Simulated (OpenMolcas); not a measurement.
# Cl IV: Slater's ratio, the spin-orbit constant, worked from levels

```json
{"Program": "OpenMolcas 26.06", "Basis": "ANO-RCC-VDZP [4s3p1d]", "Scalar Hamiltonian": "DKH2, point nucleus", "Active space": "2 electrons in 3 orbitals (3p)", "State averaging": "2S+1 = 3 even, 3 roots; 2S+1 = 1 even, 6 roots", "Spin-orbit coupling": "state interaction with AMFI integrals over the reference wave functions, term energies averaged over their components"}
```

Methods: CASSCF; SS-CASPT2, IPEA 0.25 Eh, imaginary shift 0.1 Eh (closed shells correlated: 2s 2p 3s). Measured levels: Moore, Atomic Energy Levels, vol. I, NSRDS-NBS 35 (1971 reprint of NBS Circular 467, 1949).

**Slater's ratio.** With one set of orbitals, p2 has 1D - 3P = 6 F2 and 1S - 1D = 9 F2 (F2 = F²/25), a ratio of 3/2. Term energies are centres of gravity, weighted by 2J + 1.

```tsv
Source	1D - 3P	1S - 3P	F2 from the first	Ratio
CASSCF	15733	39184	2622	1.491
SS-CASPT2	14347	33892	2391	1.362
measured	12857	31641	2143	1.461
```

Energies in cm-1. A ratio away from 3/2 shows effects beyond one configuration with one set of orbitals, and in heavier atoms second-order spin-orbit shifts.

**The spin-orbit constant.** For the Hund term 3P of p2, E(J) = (A/2) J(J+1) + constant and ζ = 2S·A = 2A. From J = 0 to J = 2 the energy changes by 3 A.

```csv
Source,E(2) - E(0),A,ζ
CASSCF,1165.8,388.6,777
SS-CASPT2,1168.4,389.5,779
measured,1341.0,447.0,894
```

All in cm-1. SS-CASPT2 is off by -12.9 % and CASSCF by -13.1 %. Both methods take the spin-orbit matrix elements from the reference wave functions, so the second can move ζ only through the term energies and any multistate remixing. Second-order mixing with other terms is absorbed into this ζ.

CASPT2 breaks the degeneracy within a term, and the mean is taken; among the terms shown or strongly mixed into the levels shown the widest spread is 120 cm-1 (3s2 3p2 1D, SS-CASPT2). With the s shell closed, the reference lacks s² → p² mixing. The basis is small and was not contracted for so high a charge. Measured partners are found by configuration, term and J. A level has none where our copy of the source lacks it or the pairing is in doubt (some pairs that miss far off the trend of their configuration count as doubtful), and it then counts in no deviation. Levels of configurations outside the active space are missing.
